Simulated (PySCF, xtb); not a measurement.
CH₃AlBrFO, SMILES C[O][Al]([F])[Br]. One conformer was computed; it need not be the lowest.

Harmonic wavenumbers (cm⁻¹) from GFN2-xTB run with xtb at its own minimum, in rising order: 6, 84, 132, 145, 164, 263, 401, 688, 821, 1135, 1137, 1235, 1416, 1471, 1472, 2974, 2979, 2985.

Problem. What does B3LYP-D3(BJ)/def2-SVP in PySCF give at its own minimum? (An estimate is asked for; the answer gives what the named calculation found.)

Solution. 71, 77, 101, 187, 243, 249, 390, 728, 920, 1180, 1187, 1247, 1475, 1478, 1485, 2993, 3069, 3080. Paired by order, the mean absolute difference is 43 cm⁻¹ and the zero-point energies are 27.9 and 28.8 kcal/mol.
